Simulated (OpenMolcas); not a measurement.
An atom or ion with 4 electrons was computed by MS-CASPT2, IPEA 0.25 Eh, imaginary shift 0.1 Eh with spin-orbit coupling (OpenMolcas, ANO-RCC-VTZP, DKH2). The lowest levels that the run gave, each within 12 % of the measured value where one is at hand:

```csv
J,Parity,E (cm⁻¹),g
0,even,0.0,
0,odd,37009,
1,odd,37017,1.501
2,odd,37032,1.501
1,odd,75286,1.000
0,even,98912,
1,even,98920,1.501
2,even,98934,1.501
2,even,104442,1.000
0,even,130811,
```

Problem. Which ion is it, and what are the configurations and terms?

Solution. B⁺ (Z = 5, charge +1; active space 2 electrons in 4 orbitals (2s 2p)). J, parity and g give the terms where levels are pure, and mixed ones are named by the computed weights; the size of the splittings, set against known spectra of the 4-electron sequence, gives the charge. In order, with the measured energies in cm⁻¹ (NIST Handbook of Basic Atomic Spectroscopic Data): 2s² ¹S₀, 2s 2p ³P°₀ (37336), 2s 2p ³P°₁ (37342), 2s 2p ³P°₂ (37358), 2s 2p ¹P°₁ (73397), 2p² ³P₀ (98911), 2p² ³P₁ (98920), 2p² ³P₂ (98933), 2p² ¹D₂ (102363), 2p² ¹S₀ (127661).

Terms from blocks run as CI alone lack orbitals of their own. Measured partners are found by configuration, term and J. A level has none where our copy of the source lacks it or the pairing is in doubt (some pairs that miss far off the trend of their configuration count as doubtful), and it then counts in no deviation. Levels of configurations outside the active space are missing.

° marks odd parity.
